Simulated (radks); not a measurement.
The numbers below are computed, except where a source is named.
Species: P2+. Configuration: [Ne] 3s2 3p0.75 3d0.25 (fractional occupations, a model configuration). Level of theory: Dirac Kohn-Sham, BLYP, spin-unpolarised, spherical densities, finite nucleus; open shells fill j = l - 1/2 first; Fermi nuclear charge, rms radius 3.1889 fm (a radial shooting solver on a logarithmic mesh with Libxc functionals). Some entries of the table are withheld. Estimate them.

| orbital | occ. | eigenvalue (hartree) | <1/r> (bohr^-1) | <r^2> (bohr^2) |
|---|---|---|---|---|
| 1s1/2 | 2 | -77.56238 | 14.65 | 0.01444 |
| 2s1/2 | 2 | -7.28024 | 2.827 | 0.3217 |
| 2p1/2 | 2 | -5.49462 | 2.728 | (1) |
| 2p3/2 | 4 | -5.46065 | 2.712 | (2) |
| 3s1/2 | 2 | -1.25863 | 0.7932 | 3.458 |
| 3p1/2 | 0.75 | -0.90359 | (3) | 4.479 |
| 3p3/2 | 0 | -0.90058 | (4) | 4.504 |
| 3d3/2 | 0.25 | (5) | 0.4625 | 8.552 |
| 3d5/2 | 0 | (6) | 0.4623 | 8.557 |

Answer. 
(1) 2p1/2 <r^2> (bohr^2): 0.2924
(2) 2p3/2 <r^2> (bohr^2): 0.2950
(3) 3p1/2 <1/r> (bohr^-1): 0.6891
(4) 3p3/2 <1/r> (bohr^-1): 0.6867
(5) 3d3/2 eigenvalue (hartree): -0.45134
(6) 3d5/2 eigenvalue (hartree): -0.45124
